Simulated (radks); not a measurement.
Species: the samarium ion Sm2+. Configuration: [Kr] 4d10 4f6 5s2 5p5.75 5f0.25 (fractional occupations, a model configuration). Method: Dirac Kohn-Sham, LDA (Slater exchange, VWN5 correlation), spin-unpolarised, spherical densities, finite nucleus; open shells fill j = l - 1/2 first; Fermi nuclear charge, rms radius 5.0819 fm; computed with a radial shooting solver on a logarithmic mesh with Libxc functionals. Some entries of the table are withheld. Estimate them.

orbital,occ.,eigenvalue (eV),<r^2> (bohr^2)
1s1/2,2,-46596.18,0.0007059
2s1/2,2,-7624.552,(1)
2p1/2,2,-7231.404,0.008054
2p3/2,4,-6629.282,0.009296
3s1/2,2,-1681.491,0.07435
3p1/2,2,(2),0.06945
3p3/2,4,(3),0.07668
3d3/2,4,-1094.228,0.06164
3d5/2,6,-1067.730,0.06366
4s1/2,2,-345.7250,0.3796
4p1/2,2,-280.6640,0.4014
4p3/2,4,-253.7801,0.4418
4d3/2,4,-146.4863,(4)
4d5/2,6,-141.6893,(5)
5s1/2,2,-58.7447,2.218
5p1/2,2,-41.1261,2.815
5p3/2,3.75,-37.4626,3.148
4f5/2,6,-18.1592,(6)
4f7/2,0,-17.6114,(7)
5d3/2,0,-15.3883,6.942
5d5/2,0,-15.0828,7.191
6s1/2,0,(8),13.80
6p1/2,0,-11.1518,19.93
6p3/2,0,-10.6442,21.87
5f5/2,0.25,-5.0336,52.13
5f7/2,0,-5.0268,52.36
6f5/2,0,-2.9346,(9)
6f7/2,0,-2.9294,(10)

Answer. 
(1) 2s1/2 <r^2> (bohr^2): 0.01106
(2) 3p1/2 eigenvalue (eV): -1511.774
(3) 3p3/2 eigenvalue (eV): -1389.911
(4) 4d3/2 <r^2> (bohr^2): 0.5148
(5) 4d5/2 <r^2> (bohr^2): 0.5311
(6) 4f5/2 <r^2> (bohr^2): 1.278
(7) 4f7/2 <r^2> (bohr^2): 1.323
(8) 6s1/2 eigenvalue (eV): -14.8806
(9) 6f5/2 <r^2> (bohr^2): 156.9
(10) 6f7/2 <r^2> (bohr^2): 157.6
